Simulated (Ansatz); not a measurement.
The cluster Sn₄Te₃, relaxed as a singlet with RKS r2SCAN-D4/def2-SVP in Ansatz, starting from the GFN1-xTB geometry. Force threshold 0.02 eV/Å.

In the def2 sets Sn, Te take a core potential; there is no spin–orbit coupling. The structure comes from a short search, and lower isomers may exist.

Start:

```xyz
7

Sn   -0.189   -1.141    1.768
Sn    0.670   -0.656   -1.442
Sn    0.849    1.669    0.973
Sn   -1.970    0.753    0.079
Te   -0.145    2.063   -1.660
Te    2.438   -0.678    0.789
Te   -1.653   -2.009   -0.507
```

```
step  energy (eV)  largest force component (eV/Å)  SCF passes
   1  -45231.2048                           2.172          17
   2  -45231.8202                           0.480          25
   3  -45231.9993                           0.188          26
   4  -45232.0106                           0.247          26
   5  -45232.0297                           0.030          19
   6  -45232.0300                           0.002          22
```

Force components are those of the run's own axes.

End:

| atom | x (Å) | y (Å) | z (Å) |
| --- | --- | --- | --- |
| Sn1 | -0.251 | -1.148 | 1.971 |
| Sn2 | 0.865 | -0.846 | -1.861 |
| Sn3 | 0.843 | 1.807 | 1.135 |
| Sn4 | -2.126 | 0.842 | 0.194 |
| Te5 | -0.119 | 1.946 | -1.623 |
| Te6 | 2.343 | -0.667 | 0.709 |
| Te7 | -1.555 | -1.934 | -0.526 |

By distances, no bond broke or formed. The bond that changes most is Sn2–Te7, from 2.85 to 2.97 Å (atoms count from 1).

No frequencies were taken in this run, so the end may be a saddle point.

Hardware: 4 threads of Arm Neoverse V1 on a shared host. Wall time 44 s.
